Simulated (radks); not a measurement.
Cr III, configuration [Ar] 3d3 5s1 (not the ground configuration). All-electron calculation, Dirac Kohn-Sham, PBE, spin-unpolarised, spherical densities, finite nucleus; open shells are shared between the two j in proportion to 2j + 1; Fermi nuclear charge, rms radius 3.6452 fm. Program: a radial shooting solver on a logarithmic mesh with Libxc functionals.

Normalised radial functions P(r) = r R(r) (large component), r in bohr:

| r | 3s1/2 | 3d5/2 |
|---|---|---|
| 0.003206 | 0.0814 | 0.0000 |
| 0.004938 | 0.1193 | 0.0000 |
| 0.007546 | 0.1697 | 0.0000 |
| 0.01153 | 0.2324 | 0.0002 |
| 0.01776 | 0.3010 | 0.0005 |
| 0.02714 | 0.3495 | 0.0018 |
| 0.04147 | 0.3323 | 0.0058 |
| 0.06388 | 0.1797 | 0.0180 |
| 0.09761 | -0.1379 | 0.0509 |
| 0.1492 | -0.5110 | 0.1298 |
| 0.2298 | -0.5952 | 0.2934 |
| 0.3511 | -0.0508 | 0.5459 |
| 0.5365 | 0.8348 | 0.8145 |
| 0.8264 | 1.1753 | 0.9283 |
| 1.263 | 0.7021 | 0.7625 |
| 1.93 | 0.1841 | 0.4297 |
| 2.972 | 0.0156 | 0.1386 |
| 4.542 | 0.0003 | 0.0205 |
| 6.94 | 0.0000 | 0.0009 |
| 10.69 | 0.0000 | 0.0000 |
| 16.33 | 0.0000 | 0.0000 |

3s1/2: eigenvalue -106.68 eV, 2 radial nodes at r = 0.0831, 0.360 bohr, <r> = 0.888 bohr, 90 % of the charge inside 1.33 bohr. 3d5/2: eigenvalue -33.127 eV, 0 radial nodes, <r> = 1.11 bohr, 90 % of the charge inside 1.86 bohr.
